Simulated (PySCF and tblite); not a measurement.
Results of a calculation; reference values are marked as such.
C9H10, numbered as in [CH2:1]=[CH:2][CH2:3][c:4]1[cH:5][cH:6][cH:7][cH:8][cH:9]1. Free energies: PBE0-D3(BJ)/pcSseg-1 (IEF-PCM, chloroform) on GFN2-xTB structures plus GFN2-xTB thermal terms, symmetry and mirror images included. Conformers within 2 kcal/mol (GFN2-xTB free energy) were kept, 6 at most. GIAO shieldings: PBE0/pcSseg-1 (IEF-PCM, chloroform). Shifts are against TMS (¹H), TMS (¹³C) at the same level; of two unlike H on one atom, a is the less shielded. (PySCF 2.14, tblite 0.8.)

Torsions listed: C1–C2–C3–C4, C2–C3–C4–C5. Of a mirror pair one member is shown.

```
conformer       shape  point group  mirror pair  ΔE(DFT)  Δ(G−E) at 800 K  δ H1b (ppm)
        1     0°, 89°           Cs           no     0.00             0.00         4.37
        2  118°, -80°           C1          yes     0.56            -0.66         5.55
```

Energies in kcal/mol; the thermal term leaves out symmetry numbers and mirror images.

(1) Work out the weights at 800 K and the ¹H shift of H1b under fast exchange.

Answers

(1) RT = 1.590 kcal/mol. Each conformer gets RT ln(σ/g), with σ the rotational symmetry number and g = 2 for a mirror pair: 1: σ = 1, g = 1, G = 0.00 + 0.00 + 0.00 = 0.00, 1.21 above the lowest, exp(−ΔG/RT) = 0.468; 2: σ = 1, g = 2, G = 0.56 − 0.66 − 1.10 = -1.21, 0.00 above the lowest, exp(−ΔG/RT) = 1.000. The sum is 1.468, so the weights are 31.9, 68.1 %. The averaged shift is 5.17 ppm. At 298.15 K it is 4.97 ppm. At 298.15 K the leading conformer alone gives 5.55 ppm and bare DFT energies give 4.70 ppm.
